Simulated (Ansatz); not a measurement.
All values below come from frozen-core CCSD(T)/cc-pVTZ // PBE0-D4/def2-TZVP (Ansatz, a first-principles code).

Ansatz 0.2 input:
```yaml
crystal:
  periodic: [false, false, false]
  atoms:
    - { symbol: C, position_ang: [1.61967, -0.053383, -0.119036] }
    - { symbol: C, position_ang: [0.463426, 0.546478, -0.038612] }
    - { symbol: C, position_ang: [-0.868517, -0.141359, 0.065022] }
    - { symbol: H, position_ang: [2.001203, -1.064202, -0.139192] }
    - { symbol: H, position_ang: [0.437741, 1.637252, -0.045364] }
    - { symbol: H, position_ang: [-1.381223, 0.154821, 0.984787] }
    - { symbol: H, position_ang: [-0.760873, -1.226396, 0.063064] }
    - { symbol: H, position_ang: [-1.512769, 0.145003, -0.771318] }
basis:
  gaussian: { orbitals: cc-pVTZ }
correlation:
  method: ccsd_t
magnetization:
  spin_polarized: true
  initial_magnetization: 1
```

Output:

```
Functional definition: HF
900 factors; integrals over basis functions are off by at most 1.2e-3 eV
mean field evaluation 1: about -3166.6598 eV, gradient 1.9e1 eV
mean field evaluation 2: about -3166.6615 eV, gradient 1.9e1 eV
mean field evaluation 4: about -3169.1457 eV, gradient 2.9e0 eV
mean field evaluation 8: about -3169.2926 eV, gradient 5.4e-1 eV
mean field evaluation 16: about -3169.3405 eV, gradient 2.2e-6 eV
mean field evaluation 32: about -3166.4742 eV, gradient 1.8e-1 eV
mean field -3169.34050691 eV, -116.4711153729 hartree, gradient 2.2e-6 eV, S^2 0.928504; 1 other end points of the search recorded, 0 dependent functions left out
determinant -3169.34050691 eV, -116.4711153729 hartree, with singles and doubles -3183.17255423 eV, -116.9794337363 hartree
determinant -3166.47467330 eV, -116.3657979302 hartree, with singles and doubles -3180.13254493 eV, -116.8677154548 hartree
3 core orbitals not correlated
reference -3169.34050691 eV, -116.4711153729 hartree; 9, 8 occupied and 148, 149 virtual orbitals, 900 factors
second order -12.49375708 eV of doubles, -0.00000000 eV of singles
cycle   1  -13.62068520 eV  change    -1.1e0 eV  update   2.5e-2
cycle   2  -13.65493390 eV  change   -3.4e-2 eV  update   6.3e-3
cycle   3  -13.65577287 eV  change   -8.4e-4 eV  update   3.1e-3
cycle   4  -13.66003989 eV  change   -4.3e-3 eV  update   1.5e-3
cycle   5  -13.66221279 eV  change   -2.2e-3 eV  update   7.6e-4
cycle   6  -13.66325199 eV  change   -1.0e-3 eV  update   2.7e-4
cycle   7  -13.66360353 eV  change   -3.5e-4 eV  update   9.9e-5
cycle   8  -13.66368533 eV  change   -8.2e-5 eV  update   4.8e-5
cycle   9  -13.66368652 eV  change   -1.2e-6 eV  update   2.1e-5
perturbative correction -0.57501211 eV, -0.0211313054 hartree
Total energy: -3183.57920555 eV, -116.9943778963 hartree
```

Cost: about 3 core-minutes (a rough figure).
